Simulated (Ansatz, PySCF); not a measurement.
Molecule: sum formula HSiO2, net charge 0, doublet state. It need not be the lowest isomer of its formula. 
Structure (B3LYP-D3(BJ)/def2-TZVP (Ansatz, a quantum-chemistry and plane-wave program) minimum search):
```
Si
O 1 1.5275
O 1 1.6395 2 124.53
H 3 0.9641 1 118.29 2 -180.00
```
Charge 0, spin multiplicity 2.

Wanted: atomisation energy (electronic, to ground-state atoms), in eV. Correlated levels leave the core frozen unless marked. UHF or UKS for open shells. No spin-orbit coupling. Non-relativistic unless marked X2C. The coupled-cluster limit lacks core correlation, which all-electron functionals hold. Basis-set limits of correlation are two-point, X^-3; Hartree-Fock from the larger set. The bracket is a focal-point correction in the basis named.

```json
[
 {"level": "HF/cc-pV(Q+d)Z", "program": "Ansatz", "atomisation energy (eV)": "9.66"},
 {"level": "BLYP-D3(BJ)/def2-TZVPD", "program": "Ansatz + dftd3", "atomisation energy (eV)": "15.98"},
 {"level": "BP86-D4/def2-TZVPD", "program": "PySCF + dftd4", "atomisation energy (eV)": "16.37"},
 {"level": "PBE0/6-31G*", "program": "Ansatz", "atomisation energy (eV)": "14.56"},
 {"level": "PBE0-D3(BJ)/def2-TZVP", "program": "Ansatz + dftd3", "atomisation energy (eV)": "15.30"},
 {"level": "r2SCANh/def2-TZVPD", "program": "Ansatz", "atomisation energy (eV)": "15.48"},
 {"level": "MN15/def2-TZVPD", "program": "PySCF", "atomisation energy (eV)": "15.96"},
 {"level": "wB97X-V/def2-TZVPD", "program": "Ansatz", "atomisation energy (eV)": "15.56"},
 {"level": "B2GP-PLYP/def2-TZVPD", "program": "Ansatz", "atomisation energy (eV)": "15.41"},
 {"level": "CCSD/STO-3G", "program": "Ansatz", "atomisation energy (eV)": "10.39"},
 {"level": "CCSD(T)/STO-3G", "program": "Ansatz", "atomisation energy (eV)": "10.66"},
 {"level": "CCSD(T)/aug-cc-pV(T+d)Z", "program": "Ansatz", "atomisation energy (eV)": "15.20"},
 {"level": "X2C-CCSD(T)/cc-pVTZ-DK", "program": "Ansatz", "atomisation energy (eV)": "14.79"},
 {"level": "RI-MP2/CBS(cc-pV(T+d)Z,cc-pV(Q+d)Z)+[CCSD(T)-MP2]/cc-pV(T+d)Z", "program": "Ansatz", "atomisation energy (eV)": "15.71"},
 {"level": "RI-MP2/CBS(aug-cc-pV(T+d)Z,aug-cc-pV(Q+d)Z)+[CCSD(T)-MP2]/aug-cc-pV(T+d)Z", "program": "Ansatz", "atomisation energy (eV)": "15.71"}
]
```
